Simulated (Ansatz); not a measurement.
**Energy on a grid of two coordinates**

BN$_{2}$H$_{4}$Br (SMILES NB(N)Br), singlet, PBE0-D4/def2-TZVP minimum:

N1  (-0.115, 1.262, 0.003)
B2  (-0.239, -0.111, -0.248)
N3  (0.530, -1.113, 0.360)
Br4  (-1.589, -0.673, -1.546)
H5  (-0.691, 1.941, -0.459)
H6  (0.547, 1.649, 0.651)
H7  (0.403, -2.085, 0.146)
H8  (1.247, -0.927, 1.037)
(Å)

Rows set the angle B2–N1–H6 (°; 123.5 at the minimum), columns the dihedral angle H5–N1–B2–N3 (°; -180.0), set in this order; the parts move rigidly, in a bend the first-named atom's side turns in the plane, and in a torsion the whole end group turns. CCSD(T) energies count from the value at that structure, in eV. Computed with Ansatz 0.2.0 (basis: def2-TZVPP); correlated methods freeze the cores. Filled d shells of the heavier atoms are correlated. The def2 sets are not built for correlating such inner shells, so the correlated values are less sure here.

```json
{"B2–N1–H6 \\ H5–N1–B2–N3": "93.5", "-165.1": "0.691", "-129.1": "?", "-93.1": "1.214", "-57.1": "1.007", "-21.1": "0.680"}
{"B2–N1–H6 \\ H5–N1–B2–N3": "108.5", "-165.1": "0.203", "-129.1": "0.542", "-93.1": "0.825", "-57.1": "0.594", "-21.1": "0.214"}
{"B2–N1–H6 \\ H5–N1–B2–N3": "123.5", "-165.1": "0.040", "-129.1": "?", "-93.1": "?", "-57.1": "0.472", "-21.1": "0.081"}
{"B2–N1–H6 \\ H5–N1–B2–N3": "138.5", "-165.1": "0.208", "-129.1": "?", "-93.1": "0.851", "-57.1": "0.645", "-21.1": "0.276"}
{"B2–N1–H6 \\ H5–N1–B2–N3": "153.5", "-165.1": "0.716", "-129.1": "1.003", "-93.1": "1.265", "-57.1": "1.100", "-21.1": "0.791"}
```

Q: Fill in the withheld cells. (To be estimated.)

A: By the calculation: (93.5, -129.1): 0.979; (123.5, -129.1): 0.396; (123.5, -93.1): 0.701; (138.5, -129.1): 0.550 eV. These count from the CCSD(T) energy at the PBE0-D4 minimum.

The same grid for a cheaper method: r2SCAN-D4 − CCSD(T), both counted from the minimum, in eV:
```csv
B2–N1–H6 \ H5–N1–B2–N3,-165.1,-129.1,-93.1,-57.1,-21.1
93.5,-0.012,-0.022,-0.028,-0.019,-0.007
108.5,-0.005,-0.013,-0.019,-0.012,-0.001
123.5,-0.001,-0.010,-0.016,-0.012,-0.002
138.5,0.000,-0.011,-0.019,-0.016,-0.006
153.5,-0.007,-0.018,-0.028,-0.026,-0.014
```

No T1 diagnostic of these runs exceeds 0.010.

For scale, one of the runs: CCSD(T)/def2-TZVPP, 197 basis functions (an equivalent command: `ansatz run in.yaml --threads 4`). Time: 24 s of wall clock on 4 CPU threads; the host was shared. Peak host memory: 2.5 GiB.
